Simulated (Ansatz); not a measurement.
Ansatz results at the PBE0-D4/def2-TZVP geometry: HOMO–LUMO gap (ωB97M-V/def2-TZVPP) 12.53 eV; LUMO energy (B3LYP/def2-TZVPP) -0.95 eV; HOMO energy (PBE/def2-TZVPP) -7.44 eV.

Each molecule was computed in one conformer, which needn't be the lowest.

Which molecule gave them?
A. `FC1(F)N[SiH2]1`
B. `C1=CSCC1`
C. `NBC1N[SiH2]1`
D. `BOC(C)F`

D. The others give `FC1(F)N[SiH2]1`: 11.09, -1.10, -6.59; `C1=CSCC1`: 10.25, -0.01, -4.76; `NBC1N[SiH2]1`: 10.14, -0.39, -5.21.

B3LYP here is the variant with VWN-RPA as its local correlation; programs differ in this.
